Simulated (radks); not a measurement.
Values are calculated unless marked as measured or tabulated.
Nb III, 39 electrons, occupied as [Kr] 4d3. Code: a radial shooting solver on a logarithmic mesh with Libxc functionals. Model: scalar-relativistic Kohn-Sham, PBE, spin-polarised, spherical densities, point nucleus; open shells are filled with parallel spins first (spin-orbit coupling, left out, can overturn this in heavy ions); hard spherical wall at 4 bohr.

Normalised radial functions P(r) = r R(r), r in bohr:

| r | 3d up | 4s up | 4d up |
|---|---|---|---|
| 0.003421 | 0.0001 | 0.0928 | 0.0000 |
| 0.00442 | 0.0001 | 0.1133 | 0.0000 |
| 0.005755 | 0.0003 | 0.1373 | 0.0001 |
| 0.007434 | 0.0006 | 0.1622 | 0.0002 |
| 0.009603 | 0.0013 | 0.1869 | 0.0004 |
| 0.0124 | 0.0026 | 0.2078 | 0.0008 |
| 0.01602 | 0.0053 | 0.2196 | 0.0016 |
| 0.0207 | 0.0106 | 0.2147 | 0.0031 |
| 0.02674 | 0.0210 | 0.1838 | 0.0062 |
| 0.03454 | 0.0406 | 0.1179 | 0.0119 |
| 0.04461 | 0.0765 | 0.0128 | 0.0225 |
| 0.05763 | 0.1396 | -0.1241 | 0.0409 |
| 0.07504 | 0.2486 | -0.2692 | 0.0726 |
| 0.09694 | 0.4131 | -0.3603 | 0.1201 |
| 0.1252 | 0.6445 | -0.3365 | 0.1856 |
| 0.1618 | 0.9319 | -0.1533 | 0.2636 |
| 0.2089 | 1.2305 | 0.1600 | 0.3364 |
| 0.2699 | 1.4605 | 0.4682 | 0.3722 |
| 0.3486 | 1.5294 | 0.5695 | 0.3321 |
| 0.4504 | 1.3850 | 0.3244 | 0.1881 |
| 0.5818 | 1.0607 | -0.2085 | -0.0553 |
| 0.7515 | 0.6677 | -0.7686 | -0.3516 |
| 0.9707 | 0.3341 | -1.0635 | -0.6242 |
| 1.264 | 0.1217 | -0.9670 | -0.7918 |
| 1.633 | 0.0320 | -0.6286 | -0.7960 |
| 2.109 | 0.0054 | -0.2927 | -0.6549 |
| 2.725 | 0.0005 | -0.0930 | -0.4183 |
| 3.519 | 0.0000 | -0.0165 | -0.1459 |

3d up: eigenvalue -211.86 eV, 0 radial nodes, <r> = 0.433 bohr, 90 % of the charge inside 0.694 bohr. 4s up: eigenvalue -74.883 eV, 3 radial nodes at r = 0.0458, 0.185, 0.531 bohr, <r> = 1.16 bohr, 90 % of the charge inside 1.69 bohr. 4d up: eigenvalue -18.063 eV, 1 radial node at r = 0.553 bohr, <r> = 1.70 bohr, 90 % of the charge inside 2.57 bohr.
